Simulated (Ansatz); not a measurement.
B₂Mo₂. Total charge 0; triplet. Geometry r2SCAN-D4/def2-TZVP; atoms count from 1.

```xyz
4

Mo    0.185   -0.394   -1.238
Mo   -0.289   -0.996    0.804
B    -0.833    0.815    0.047
B     0.937    0.575    0.387
```

In the def2 sets Mo takes a core potential; there is no spin–orbit coupling. At PBE0-D4/def2-TZVP a broken-symmetry singlet of charge 0 lies 0.23 eV below the triplet, each at its own geometry. The structure comes from a short search, and lower isomers may exist.

(1) Estimate the Mulliken populations from the PBE0/def2-TZVP orbitals of Ansatz.

(2) Where does the spin sit?

(3) And the Mayer bond orders between bonded heavy atoms (over 0.3)?

Results:

(1) 
| atom | charge (e) | spin (α − β) | d electrons |
| --- | --- | --- | --- |
| Mo1 | 0.37 | 0.62 | 4.73 |
| Mo2 | 0.37 | 0.62 | 4.73 |
| B3 | -0.37 | 0.38 | – |
| B4 | -0.37 | 0.38 | – |
Mulliken values and Mayer orders depend strongly on the basis.

(2) Summed by element: Mo 1.25, B 0.75, of 2 unpaired in all. Largest on single atoms: Mo1 0.62, Mo2 0.62, B3 0.38.

(3) Mo1–Mo2 2.96 (2.18 Å); Mo1–B3 1.29 (2.04 Å); Mo1–B4 1.29 (2.04 Å); Mo2–B3 1.29 (2.04 Å); Mo2–B4 1.29 (2.04 Å); B3–B4 0.65 (1.82 Å).
